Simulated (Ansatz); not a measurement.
Total energies of CH$_{6}$BNOSSi (`N[Si]1(S)CBO1`).

Cartesian coordinates in Å:
```
N 1.2419 1.5527 0.4384
Si 0.1113 0.2956 0.4540
S -0.0403 -0.2699 2.4960
C -0.0104 -1.0621 -0.8165
B -1.2957 -0.1967 -1.1858
O -1.3057 0.8524 -0.3020
H 2.0357 1.5874 1.0530
H 1.2482 2.2689 -0.2671
H -0.4122 -1.5304 2.2210
H -0.2028 -2.0837 -0.4849
H 0.7689 -1.0906 -1.5809
H -2.1390 -0.3234 -2.0251
```

Charge 0, multiplicity 1. The structure was optimised at the PBE0-D4/def2-TZVP level. It is one conformer, not always the lowest. Basis def2-TZVPP, the Gaussian-basis code of Ansatz.

RPA on PBE orbitals: Hartree–Fock energy of these orbitals -882.01544 Eh, correlation -1.63534 Eh (frozen core).

```tsv
functional	energy without D4 (Eh)	D4 term (kJ/mol)
LDA (SPW92)	-880.31510	–
PBE	-883.91851	-32.0
revPBE	-884.28182	-91.3
BLYP	-884.40771	-69.4
r2SCAN	-884.32735	-7.9
B97M-V	-884.29583	–
PBE0	-883.99764	-27.2
B3LYP	-884.52716	-51.7
r2SCANh	-884.31491	-8.4
r2SCAN0	-884.29753	-9.3
HSE06 (plane-wave form)	-883.97344	-25.5
BHLYP	-884.37925	-40.7
CAM-B3LYP	-884.41505	-27.9
LC-ωPBE	-884.15609	–
ωB97X-V	-884.32226	–
ωB97M-V	-884.37566	–
B2PLYP	-884.08612	–
PBE-QIDH	-883.80393	–
```

B3LYP takes the VWN-RPA correlation (the form of Gaussian; ORCA's B3LYP/G). HSE06 is the plane-wave form, built on full-range PBE exchange. The double hybrids freeze the cores in their second-order part.

LC-ωPBE has ω = 0.4 bohr⁻¹.
